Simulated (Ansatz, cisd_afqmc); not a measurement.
System: S, charge 0, triplet.

Total energies in cc-pV(Q+d)Z, 6 correlated electrons, 5 frozen orbitals. Open shells are spin-unrestricted; no spin-orbit coupling. Correlated methods leave the cores frozen. No relativity. AFQMC/CISD: phaseless, guided by CISD from CCSD amplitudes; bars are statistical, one sigma. Outlying blocks are dropped, and bars are widened where a walk drifts. Over all cases where full CI ran beside it in this data, AFQMC minus full CI had a median of +0.1 mEh and passed +0.4 mEh in a tenth of the cases.

```csv
method,program,energy (Eh),minus CCSDT(Q) (mEh)
HF,Ansatz,-397.51264,156.23
MP2,Ansatz,-397.64027,28.60
CCSD,Ansatz,-397.66202,6.85
CCSD(T),Ansatz,-397.66785,1.02
CCSDT(Q),Ansatz,-397.66887,0.00
AFQMC/CISD,cisd_afqmc,-397.6683 ± 0.0001,0.6 ± 0.1
```

Ansatz is a quantum-chemistry and plane-wave program.
